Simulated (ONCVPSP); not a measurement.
## Transferability test, ONCV potential for iron

```
Element                 : iron (Fe)
Generator               : ONCVPSP 4.0.1
Type                    : optimised norm-conserving Vanderbilt (ONCV)
Functional              : PBE
Relativity              : scalar-relativistic
Frozen core             : [Ne]
Valence charge          : 16
Reference configuration : 3s2 3p6 3d5 (charge +3)
Partial waves           : 3s: rc 1.25 bohr, ncon 3, nbas 7, qcut 11.5 1/bohr, 2 projectors, debl 3.6 Ha; 3p: rc 1.00 bohr, ncon 4, nbas 7, qcut 15.7 1/bohr, 2 projectors, debl 2.5 Ha; 3d: rc 1.40 bohr, ncon 4, nbas 9, qcut 10.8 1/bohr, 2 projectors, debl 2.8 Ha
Local potential         : polynomial inside 0.90 bohr (lpopt 2, dvloc0 6 Ha)
Core correction         : none
```

In the s channel the program set the typed energies aside and used -4.820, 0.250 Ha. In the p channel the program set the typed energies aside and used -3.563, 0.250 Ha.

Energies are relative to the spin-unpolarised reference configuration 3s2 3p6 3d5; without spin polarisation the order of configurations can differ from experiment.

(1) Give the all-electron excitation energy and the error of the potential for: 3s2 3p6 3d6 4s2; 3s2 3p6 3d6 4s1; 3s2 3p6 3d6; 3s1 3p6 3d6 4s2.

Answers

(1)

```
valence configuration  charge  ΔE all-electron (eV)  error AE − PS (meV)
      3s2 3p6 3d6 4s2       0               -59.155                  +18
      3s2 3p6 3d6 4s1      +1               -50.426                  +27
          3s2 3p6 3d6      +2               -34.223                  +41
      3s1 3p6 3d6 4s2      +1                42.722                 -103
```
